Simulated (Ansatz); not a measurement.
A short molecular-dynamics run on C₄O₄Ru (`[O+]#[C][Ru-4]([C]#[O+])([C]#[O+])[C]#[O+]`).

```yaml
crystal:
  periodic: [false, false, false]
  atoms:
    - {symbol: O, position_ang: [2.346194, -1.196734, -1.251001]}
    - {symbol: C, position_ang: [1.445323, -0.568935, -0.941770]}
    - {symbol: Ru, position_ang: [-0.083915, 0.239379, -0.155130]}
    - {symbol: C, position_ang: [-1.282116, -0.703800, -1.344822]}
    - {symbol: O, position_ang: [-2.002044, -1.178894, -2.081110]}
    - {symbol: C, position_ang: [1.001596, 1.504002, 0.826242]}
    - {symbol: O, position_ang: [1.605798, 2.309056, 1.348697]}
    - {symbol: C, position_ang: [-1.233863, -0.034223, 1.332656]}
    - {symbol: O, position_ang: [-1.796982, -0.369851, 2.266239]}
basis:
  gaussian: {orbitals: def2-SVP}
hamiltonian: {xc: {name: revPBE}, dispersion: d4}
md: {timestep: 1 fs, n_steps: 30, ensemble: nve, temperature: 500, initial_velocities: maxwell_boltzmann, seed: 820}
```

```sh
$ ansatz run in.yaml --threads 4 --pin off --events-out ev --progress --plain --max-ram 11315MiB
```

```json
{"step": "0", "time (fs)": "0.0", "potential energy (eV)": "-14910.8459", "kinetic (eV)": "0.4524", "T (K)": "500", "conserved (eV)": "-14910.3935"}
{"step": "1", "time (fs)": "1.0", "potential energy (eV)": "-14910.8843", "kinetic (eV)": "0.4896", "T (K)": "541", "conserved (eV)": "-14910.3947"}
{"step": "2", "time (fs)": "2.0", "potential energy (eV)": "-14910.9065", "kinetic (eV)": "0.5110", "T (K)": "565", "conserved (eV)": "-14910.3954"}
{"step": "3", "time (fs)": "3.0", "potential energy (eV)": "-14910.9003", "kinetic (eV)": "0.5050", "T (K)": "558", "conserved (eV)": "-14910.3953"}
{"step": "4", "time (fs)": "4.0", "potential energy (eV)": "-14910.8666", "kinetic (eV)": "0.4722", "T (K)": "522", "conserved (eV)": "-14910.3944"}
{"step": "5", "time (fs)": "5.0", "potential energy (eV)": "-14910.8192", "kinetic (eV)": "0.4262", "T (K)": "471", "conserved (eV)": "-14910.3930"}
{"step": "6", "time (fs)": "6.0", "potential energy (eV)": "-14910.7788", "kinetic (eV)": "0.3869", "T (K)": "428", "conserved (eV)": "-14910.3919"}
{"step": "7", "time (fs)": "7.0", "potential energy (eV)": "-14910.7627", "kinetic (eV)": "0.3711", "T (K)": "410", "conserved (eV)": "-14910.3916"}
{"step": "8", "time (fs)": "8.0", "potential energy (eV)": "-14910.7747", "kinetic (eV)": "0.3822", "T (K)": "422", "conserved (eV)": "-14910.3925"}
{"step": "9", "time (fs)": "9.0", "potential energy (eV)": "-14910.8012", "kinetic (eV)": "0.4070", "T (K)": "450", "conserved (eV)": "-14910.3942"}
{"step": "10", "time (fs)": "10.0", "potential energy (eV)": "-14910.8165", "kinetic (eV)": "0.4207", "T (K)": "465", "conserved (eV)": "-14910.3958"}
{"step": "11", "time (fs)": "11.0", "potential energy (eV)": "-14910.7974", "kinetic (eV)": "0.4014", "T (K)": "444", "conserved (eV)": "-14910.3961"}
{"step": "12", "time (fs)": "12.0", "potential energy (eV)": "-14910.7409", "kinetic (eV)": "0.3463", "T (K)": "383", "conserved (eV)": "-14910.3946"}
{"step": "13", "time (fs)": "13.0", "potential energy (eV)": "-14910.6704", "kinetic (eV)": "0.2782", "T (K)": "307", "conserved (eV)": "-14910.3923"}
{"step": "14", "time (fs)": "14.0", "potential energy (eV)": "-14910.6215", "kinetic (eV)": "0.2305", "T (K)": "255", "conserved (eV)": "-14910.3910"}
{"step": "15", "time (fs)": "15.0", "potential energy (eV)": "-14910.6138", "kinetic (eV)": "0.2222", "T (K)": "246", "conserved (eV)": "-14910.3917"}
{"step": "16", "time (fs)": "16.0", "potential energy (eV)": "-14910.6374", "kinetic (eV)": "0.2439", "T (K)": "270", "conserved (eV)": "-14910.3935"}
{"step": "17", "time (fs)": "17.0", "potential energy (eV)": "-14910.6634", "kinetic (eV)": "0.2683", "T (K)": "297", "conserved (eV)": "-14910.3951"}
{"step": "18", "time (fs)": "18.0", "potential energy (eV)": "-14910.6669", "kinetic (eV)": "0.2714", "T (K)": "300", "conserved (eV)": "-14910.3954"}
{"step": "19", "time (fs)": "19.0", "potential energy (eV)": "-14910.6399", "kinetic (eV)": "0.2451", "T (K)": "271", "conserved (eV)": "-14910.3948"}
{"step": "20", "time (fs)": "20.0", "potential energy (eV)": "-14910.5916", "kinetic (eV)": "0.1981", "T (K)": "219", "conserved (eV)": "-14910.3935"}
{"step": "21", "time (fs)": "21.0", "potential energy (eV)": "-14910.5412", "kinetic (eV)": "0.1491", "T (K)": "165", "conserved (eV)": "-14910.3921"}
{"step": "22", "time (fs)": "22.0", "potential energy (eV)": "-14910.5097", "kinetic (eV)": "0.1185", "T (K)": "131", "conserved (eV)": "-14910.3912"}
{"step": "23", "time (fs)": "23.0", "potential energy (eV)": "-14910.5114", "kinetic (eV)": "0.1203", "T (K)": "133", "conserved (eV)": "-14910.3911"}
{"step": "24", "time (fs)": "24.0", "potential energy (eV)": "-14910.5474", "kinetic (eV)": "0.1553", "T (K)": "172", "conserved (eV)": "-14910.3920"}
{"step": "25", "time (fs)": "25.0", "potential energy (eV)": "-14910.6032", "kinetic (eV)": "0.2095", "T (K)": "232", "conserved (eV)": "-14910.3937"}
{"step": "26", "time (fs)": "26.0", "potential energy (eV)": "-14910.6528", "kinetic (eV)": "0.2574", "T (K)": "284", "conserved (eV)": "-14910.3955"}
{"step": "27", "time (fs)": "27.0", "potential energy (eV)": "-14910.6706", "kinetic (eV)": "0.2744", "T (K)": "303", "conserved (eV)": "-14910.3962"}
{"step": "28", "time (fs)": "28.0", "potential energy (eV)": "-14910.6476", "kinetic (eV)": "0.2526", "T (K)": "279", "conserved (eV)": "-14910.3950"}
{"step": "29", "time (fs)": "29.0", "potential energy (eV)": "-14910.6030", "kinetic (eV)": "0.2105", "T (K)": "233", "conserved (eV)": "-14910.3925"}
{"step": "30", "time (fs)": "30.0", "potential energy (eV)": "-14910.5754", "kinetic (eV)": "0.1849", "T (K)": "204", "conserved (eV)": "-14910.3905"}
```

Velocities are drawn at the set temperature; a run this short doesn't reach equilibrium.

Frames (Å, forces in eV/Å):

```xyz
9
time=0.0 fs
O     2.346   -1.197   -1.251    2.181   -1.526   -0.743
C     1.445   -0.569   -0.942   -1.885    1.349    0.611
Ru   -0.084    0.239   -0.155   -0.032    0.093   -0.060
C    -1.282   -0.704   -1.345    1.615    1.116    1.641
O    -2.002   -1.179   -2.081   -1.826   -1.212   -1.866
C     1.002    1.504    0.826   -1.382   -1.782   -1.209
O     1.606    2.309    1.349    1.536    2.038    1.331
C    -1.234   -0.034    1.333    1.151    0.743   -1.966
O    -1.797   -0.370    2.266   -1.359   -0.819    2.263
9
time=1.0 fs
O     2.351   -1.201   -1.250    2.046   -1.434   -0.701
C     1.448   -0.572   -0.947   -1.828    1.293    0.646
Ru   -0.086    0.240   -0.153    0.099    0.098   -0.363
C    -1.290   -0.703   -1.352    1.909    1.330    1.972
O    -2.001   -1.183   -2.089   -2.042   -1.369   -2.109
C     1.003    1.502    0.828   -0.925   -1.138   -0.778
O     1.610    2.316    1.351    1.024    1.345    0.874
C    -1.231   -0.027    1.322    0.265    0.186   -0.419
O    -1.792   -0.373    2.272   -0.549   -0.310    0.878
9
time=2.0 fs
O     2.358   -1.206   -1.250    1.586   -1.116   -0.554
C     1.449   -0.575   -0.952   -1.419    0.993    0.566
Ru   -0.088    0.240   -0.150    0.227    0.122   -0.672
C    -1.297   -0.702   -1.357    1.822    1.286    1.907
O    -2.001   -1.188   -2.098   -1.902   -1.286   -1.983
C     1.003    1.500    0.829   -0.325   -0.299   -0.232
O     1.616    2.323    1.354    0.390    0.482    0.318
C    -1.229   -0.020    1.312   -0.588   -0.383    1.128
O    -1.788   -0.377    2.279    0.209    0.201   -0.478
9
time=3.0 fs
O     2.365   -1.212   -1.250    0.898   -0.641   -0.341
C     1.448   -0.577   -0.957   -0.767    0.525    0.412
Ru   -0.090    0.241   -0.148    0.349    0.155   -0.971
C    -1.302   -0.700   -1.361    1.402    1.002    1.479
O    -2.002   -1.194   -2.108   -1.445   -0.975   -1.514
C     1.003    1.497    0.830    0.291    0.566    0.318
O     1.621    2.331    1.356   -0.248   -0.390   -0.234
C    -1.227   -0.014    1.302   -1.290   -0.882    2.461
O    -1.784   -0.380    2.285    0.809    0.640   -1.610
9
time=4.0 fs
O     2.373   -1.218   -1.251    0.116   -0.102   -0.108
C     1.447   -0.578   -0.961   -0.019   -0.008    0.233
Ru   -0.093    0.242   -0.146    0.459    0.185   -1.238
C    -1.306   -0.696   -1.363    0.776    0.554    0.809
O    -2.004   -1.200   -2.119   -0.786   -0.504   -0.812
C     1.003    1.495    0.831    0.822    1.318    0.784
O     1.627    2.338    1.359   -0.795   -1.145   -0.702
C    -1.226   -0.007    1.294   -1.780   -1.264    3.455
O    -1.779   -0.383    2.290    1.208    0.967   -2.420
9
time=5.0 fs
O     2.380   -1.225   -1.251   -0.635    0.413    0.107
C     1.447   -0.579   -0.965    0.687   -0.508    0.073
Ru   -0.095    0.242   -0.144    0.553    0.203   -1.455
C    -1.309   -0.693   -1.365    0.094    0.042    0.055
O    -2.007   -1.206   -2.131   -0.068    0.032   -0.024
C     1.004    1.494    0.833    1.201    1.864    1.110
O     1.631    2.345    1.362   -1.196   -1.703   -1.040
C    -1.226   -0.002    1.289   -2.034   -1.506    4.050
O    -1.773   -0.385    2.294    1.397    1.164   -2.874
9
time=6.0 fs
O     2.388   -1.231   -1.252   -1.257    0.839    0.275
C     1.446   -0.581   -0.969    1.246   -0.903   -0.038
Ru   -0.097    0.243   -0.142    0.627    0.201   -1.607
C    -1.313   -0.689   -1.367   -0.512   -0.440   -0.643
O    -2.009   -1.213   -2.143    0.587    0.543    0.718
C     1.006    1.494    0.835    1.393    2.154    1.267
O     1.636    2.351    1.363   -1.422   -2.024   -1.225
C    -1.228    0.001    1.287   -2.045   -1.593    4.214
O    -1.766   -0.387    2.296    1.384    1.223   -2.961
9
time=7.0 fs
O     2.395   -1.236   -1.252   -1.694    1.134    0.384
C     1.447   -0.583   -0.973    1.593   -1.148   -0.084
Ru   -0.099    0.243   -0.140    0.677    0.176   -1.689
C    -1.317   -0.686   -1.369   -0.957   -0.823   -1.183
O    -2.011   -1.219   -2.154    1.102    0.967    1.321
C     1.009    1.496    0.839    1.382    2.165    1.246
O     1.639    2.355    1.364   -1.463   -2.092   -1.251
C    -1.231    0.004    1.289   -1.814   -1.516    3.930
O    -1.759   -0.388    2.297    1.174    1.136   -2.673
9
time=8.0 fs
O     2.400   -1.241   -1.252   -1.916    1.281    0.429
C     1.449   -0.587   -0.977    1.701   -1.223   -0.061
Ru   -0.101    0.244   -0.139    0.706    0.127   -1.708
C    -1.321   -0.683   -1.372   -1.202   -1.071   -1.514
O    -2.013   -1.225   -2.164    1.436    1.266    1.734
C     1.013    1.500    0.844    1.168    1.894    1.050
O     1.641    2.359    1.364   -1.319   -1.904   -1.121
C    -1.236    0.005    1.294   -1.349   -1.266    3.191
O    -1.751   -0.388    2.295    0.775    0.895   -1.998
9
time=9.0 fs
O     2.405   -1.245   -1.252   -1.919    1.276    0.412
C     1.452   -0.591   -0.982    1.569   -1.130    0.026
Ru   -0.102    0.245   -0.137    0.719    0.058   -1.680
C    -1.327   -0.681   -1.377   -1.238   -1.168   -1.616
O    -2.013   -1.230   -2.174    1.580    1.425    1.937
C     1.019    1.506    0.849    0.764    1.359    0.693
O     1.643    2.361    1.364   -1.000   -1.474   -0.846
C    -1.243    0.005    1.301   -0.671   -0.844    2.015
O    -1.743   -0.388    2.293    0.196    0.497   -0.940
9
time=10.0 fs
O     2.408   -1.248   -1.251   -1.712    1.127    0.339
C     1.457   -0.596   -0.986    1.216   -0.882    0.170
Ru   -0.104    0.245   -0.136    0.721   -0.023   -1.625
C    -1.333   -0.680   -1.383   -1.077   -1.113   -1.494
O    -2.013   -1.234   -2.182    1.541    1.438    1.931
C     1.024    1.512    0.855    0.200    0.600    0.207
O     1.644    2.362    1.363   -0.531   -0.835   -0.451
C    -1.249    0.005    1.310    0.165   -0.271    0.476
O    -1.734   -0.387    2.290   -0.524   -0.042    0.447
9
time=11.0 fs
O     2.410   -1.251   -1.250   -1.322    0.852    0.220
C     1.462   -0.602   -0.990    0.681   -0.508    0.355
Ru   -0.106    0.246   -0.135    0.720   -0.106   -1.563
C    -1.340   -0.680   -1.390   -0.747   -0.917   -1.167
O    -2.012   -1.237   -2.189    1.336    1.312    1.725
C     1.030    1.519    0.862   -0.465   -0.301   -0.357
O     1.645    2.363    1.362    0.038   -0.056    0.021
C    -1.256    0.005    1.319    1.061    0.388   -1.245
O    -1.726   -0.387    2.287   -1.302   -0.664    2.012
9
time=12.0 fs
O     2.412   -1.253   -1.249   -0.795    0.485    0.068
C     1.468   -0.608   -0.993    0.022   -0.048    0.566
Ru   -0.107    0.247   -0.134    0.722   -0.180   -1.511
C    -1.348   -0.681   -1.398   -0.283   -0.601   -0.671
O    -2.010   -1.239   -2.195    0.990    1.062    1.344
C     1.036    1.526    0.868   -1.141   -1.221   -0.922
O     1.645    2.364    1.361    0.622    0.746    0.500
C    -1.261    0.004    1.328    1.862    1.011   -2.842
O    -1.718   -0.387    2.286   -1.999   -1.253    3.468
9
time=13.0 fs
O     2.413   -1.255   -1.249   -0.205    0.076   -0.095
C     1.475   -0.615   -0.997   -0.679    0.438    0.779
Ru   -0.109    0.247   -0.133    0.730   -0.233   -1.478
C    -1.356   -0.682   -1.406    0.266   -0.197   -0.054
O    -2.007   -1.241   -2.200    0.544    0.713    0.829
C     1.040    1.531    0.873   -1.710   -1.994   -1.392
O     1.646    2.365    1.360    1.109    1.415    0.893
C    -1.266    0.005    1.334    2.392    1.441   -3.930
O    -1.712   -0.387    2.286   -2.448   -1.658    4.447
9
time=14.0 fs
O     2.414   -1.257   -1.248    0.356   -0.311   -0.246
C     1.480   -0.621   -0.999   -1.321    0.882    0.968
Ru   -0.111    0.248   -0.133    0.748   -0.260   -1.468
C    -1.364   -0.684   -1.415    0.836    0.247    0.611
O    -2.004   -1.242   -2.205    0.052    0.310    0.245
C     1.043    1.535    0.877   -2.053   -2.457   -1.672
O     1.648    2.367    1.359    1.384    1.793    1.112
C    -1.268    0.006    1.337    2.517    1.541   -4.195
O    -1.707   -0.389    2.289   -2.519   -1.745    4.644
9
time=15.0 fs
O     2.415   -1.259   -1.247    0.783   -0.605   -0.359
C     1.485   -0.626   -1.001   -1.801    1.211    1.107
Ru   -0.112    0.249   -0.132    0.775   -0.259   -1.483
C    -1.372   -0.685   -1.423    1.354    0.669    1.234
O    -2.001   -1.243   -2.209   -0.412   -0.085   -0.321
C     1.045    1.537    0.880   -2.093   -2.501   -1.704
O     1.651    2.370    1.360    1.372    1.775    1.099
C    -1.268    0.009    1.336    2.221    1.273   -3.560
O    -1.704   -0.391    2.295   -2.199   -1.477    3.987
9
time=16.0 fs
O     2.417   -1.261   -1.247    0.990   -0.747   -0.411
C     1.488   -0.630   -1.002   -2.033    1.367    1.176
Ru   -0.113    0.249   -0.132    0.811   -0.234   -1.520
C    -1.378   -0.686   -1.430    1.741    0.996    1.712
O    -1.999   -1.244   -2.214   -0.770   -0.398   -0.767
C     1.045    1.537    0.881   -1.824   -2.124   -1.492
O     1.654    2.374    1.361    1.069    1.357    0.857
C    -1.267    0.013    1.333    1.613    0.717   -2.236
O    -1.702   -0.395    2.304   -1.597   -0.933    2.681
9
time=17.0 fs
O     2.419   -1.264   -1.246    0.930   -0.708   -0.393
C     1.489   -0.633   -1.002   -1.977    1.326    1.165
Ru   -0.115    0.250   -0.132    0.853   -0.194   -1.576
C    -1.383   -0.685   -1.436    1.934    1.163    1.958
O    -1.996   -1.246   -2.219   -0.954   -0.565   -1.002
C     1.043    1.536    0.881   -1.319   -1.424   -1.096
O     1.658    2.379    1.362    0.546    0.638    0.446
C    -1.264    0.018    1.328    0.865    0.022   -0.587
O    -1.700   -0.399    2.314   -0.878   -0.260    1.085
9
time=18.0 fs
O     2.422   -1.267   -1.246    0.618   -0.497   -0.307
C     1.489   -0.636   -1.001   -1.656    1.104    1.079
Ru   -0.116    0.250   -0.132    0.897   -0.147   -1.639
C    -1.386   -0.684   -1.440    1.907    1.136    1.927
O    -1.995   -1.248   -2.225   -0.932   -0.545   -0.976
C     1.041    1.533    0.881   -0.691   -0.562   -0.612
O     1.662    2.384    1.364   -0.084   -0.224   -0.044
C    -1.260    0.022    1.322    0.132   -0.665    1.039
O    -1.700   -0.403    2.324   -0.191    0.400   -0.469
9
time=19.0 fs
O     2.425   -1.271   -1.247    0.121   -0.162   -0.171
C     1.488   -0.637   -0.999   -1.143    0.752    0.939
Ru   -0.117    0.251   -0.132    0.933   -0.104   -1.697
C    -1.388   -0.682   -1.442    1.676    0.921    1.633
O    -1.994   -1.250   -2.232   -0.715   -0.342   -0.696
C     1.037    1.530    0.879   -0.054    0.304   -0.129
O     1.667    2.390    1.365   -0.710   -1.075   -0.523
C    -1.257    0.026    1.317   -0.485   -1.247    2.408
O    -1.700   -0.407    2.335    0.376    0.954   -1.764
9
time=20.0 fs
O     2.428   -1.274   -1.247   -0.464    0.232   -0.009
C     1.485   -0.638   -0.997   -0.542    0.342    0.769
Ru   -0.118    0.251   -0.132    0.956   -0.071   -1.732
C    -1.388   -0.680   -1.443    1.303    0.566    1.146
O    -1.993   -1.252   -2.238   -0.357   -0.003   -0.228
C     1.034    1.527    0.878    0.503    1.049    0.282
O     1.671    2.394    1.367   -1.247   -1.798   -0.927
C    -1.253    0.029    1.315   -0.938   -1.676    3.402
O    -1.699   -0.411    2.344    0.786    1.359   -2.704
9
time=21.0 fs
O     2.431   -1.278   -1.247   -1.042    0.620    0.154
C     1.482   -0.638   -0.994    0.045   -0.056    0.596
Ru   -0.119    0.252   -0.132    0.958   -0.052   -1.728
C    -1.387   -0.676   -1.444    0.868    0.142    0.568
O    -1.992   -1.254   -2.245    0.065    0.405    0.334
C     1.031    1.525    0.877    0.922    1.596    0.579
O     1.674    2.398    1.368   -1.642   -2.324   -1.218
C    -1.251    0.031    1.314   -1.206   -1.935    3.982
O    -1.698   -0.413    2.352    1.033    1.603   -3.267
9
time=22.0 fs
O     2.433   -1.281   -1.247   -1.532    0.947    0.299
C     1.479   -0.638   -0.990    0.533   -0.383    0.441
Ru   -0.120    0.252   -0.133    0.939   -0.052   -1.673
C    -1.386   -0.673   -1.444    0.448   -0.277    0.000
O    -1.992   -1.256   -2.252    0.478    0.812    0.891
C     1.029    1.524    0.877    1.172    1.903    0.740
O     1.676    2.400    1.368   -1.871   -2.616   -1.377
C    -1.249    0.031    1.318   -1.287   -2.021    4.138
O    -1.696   -0.415    2.357    1.121    1.687   -3.457
9
time=23.0 fs
O     2.435   -1.283   -1.247   -1.882    1.179    0.410
C     1.477   -0.639   -0.986    0.868   -0.603    0.318
Ru   -0.120    0.253   -0.134    0.899   -0.070   -1.566
C    -1.384   -0.670   -1.443    0.103   -0.633   -0.476
O    -1.991   -1.258   -2.258    0.824    1.158    1.365
C     1.028    1.525    0.877    1.237    1.953    0.755
O     1.677    2.400    1.367   -1.920   -2.663   -1.399
C    -1.249    0.030    1.324   -1.182   -1.932    3.870
O    -1.694   -0.416    2.361    1.054    1.611   -3.276
9
time=24.0 fs
O     2.435   -1.285   -1.247   -2.063    1.296    0.479
C     1.475   -0.640   -0.982    1.020   -0.695    0.238
Ru   -0.121    0.253   -0.134    0.845   -0.105   -1.414
C    -1.382   -0.667   -1.444   -0.129   -0.888   -0.807
O    -1.990   -1.259   -2.264    1.066    1.408    1.704
C     1.028    1.527    0.877    1.111    1.740    0.623
O     1.677    2.399    1.365   -1.787   -2.461   -1.282
C    -1.249    0.027    1.333   -0.891   -1.666    3.176
O    -1.691   -0.415    2.363    0.828    1.370   -2.718
9
time=25.0 fs
O     2.434   -1.286   -1.247   -2.065    1.293    0.502
C     1.475   -0.642   -0.977    0.980   -0.654    0.204
Ru   -0.122    0.254   -0.135    0.786   -0.155   -1.229
C    -1.381   -0.666   -1.445   -0.230   -1.020   -0.965
O    -1.988   -1.259   -2.268    1.188    1.540    1.881
C     1.028    1.531    0.878    0.796    1.273    0.349
O     1.676    2.397    1.363   -1.474   -2.018   -1.031
C    -1.251    0.022    1.346   -0.422   -1.222    2.065
O    -1.687   -0.414    2.363    0.441    0.964   -1.776
9
time=26.0 fs
O     2.432   -1.286   -1.246   -1.894    1.172    0.478
C     1.475   -0.645   -0.973    0.760   -0.489    0.216
Ru   -0.122    0.254   -0.137    0.729   -0.216   -1.031
C    -1.379   -0.665   -1.446   -0.199   -1.025   -0.944
O    -1.985   -1.258   -2.271    1.184    1.548    1.887
C     1.030    1.535    0.880    0.311    0.580   -0.051
O     1.674    2.393    1.360   -0.996   -1.358   -0.659
C    -1.252    0.017    1.359    0.205   -0.616    0.580
O    -1.683   -0.412    2.362   -0.099    0.403   -0.476
9
time=27.0 fs
O     2.429   -1.286   -1.245   -1.571    0.950    0.410
C     1.475   -0.647   -0.968    0.386   -0.220    0.269
Ru   -0.122    0.254   -0.138    0.682   -0.280   -0.838
C    -1.378   -0.664   -1.449   -0.048   -0.907   -0.754
O    -1.982   -1.256   -2.273    1.061    1.436    1.728
C     1.031    1.540    0.881   -0.305   -0.279   -0.542
O     1.671    2.388    1.357   -0.391   -0.535   -0.196
C    -1.253    0.011    1.374    0.934    0.100   -1.153
O    -1.680   -0.410    2.360   -0.749   -0.265    1.076
9
time=28.0 fs
O     2.424   -1.285   -1.243   -1.132    0.651    0.307
C     1.476   -0.650   -0.963   -0.096    0.122    0.354
Ru   -0.123    0.255   -0.139    0.647   -0.340   -0.662
C    -1.376   -0.665   -1.452    0.204   -0.684   -0.419
O    -1.978   -1.253   -2.274    0.833    1.218    1.422
C     1.033    1.545    0.882   -0.973   -1.198   -1.064
O     1.668    2.384    1.353    0.267    0.349    0.302
C    -1.254    0.005    1.387    1.661    0.819   -2.885
O    -1.676   -0.409    2.360   -1.411   -0.937    2.646
9
time=29.0 fs
O     2.419   -1.283   -1.242   -0.634    0.312    0.181
C     1.477   -0.653   -0.958   -0.623    0.493    0.455
Ru   -0.123    0.255   -0.140    0.626   -0.388   -0.512
C    -1.375   -0.666   -1.455    0.524   -0.382    0.022
O    -1.973   -1.249   -2.275    0.525    0.917    1.002
C     1.033    1.549    0.882   -1.578   -2.022   -1.532
O     1.665    2.379    1.350    0.868    1.149    0.753
C    -1.253    0.000    1.398    2.227    1.386   -4.252
O    -1.674   -0.407    2.361   -1.935   -1.464    3.883
9
time=30.0 fs
O     2.414   -1.282   -1.240   -0.146   -0.018    0.053
C     1.477   -0.655   -0.952   -1.120    0.841    0.552
Ru   -0.123    0.256   -0.142    0.616   -0.418   -0.389
C    -1.373   -0.667   -1.458    0.870   -0.042    0.514
O    -1.968   -1.245   -2.274    0.173    0.572    0.517
C     1.033    1.552    0.881   -1.990   -2.581   -1.848
O     1.663    2.375    1.347    1.283    1.695    1.064
C    -1.251   -0.004    1.405    2.474    1.646   -4.891
O    -1.673   -0.407    2.364   -2.160   -1.694    4.428
```

It took 110 s on 4 threads of an Intel Xeon on a shared host, with 0.22 GiB of host memory at the peak.
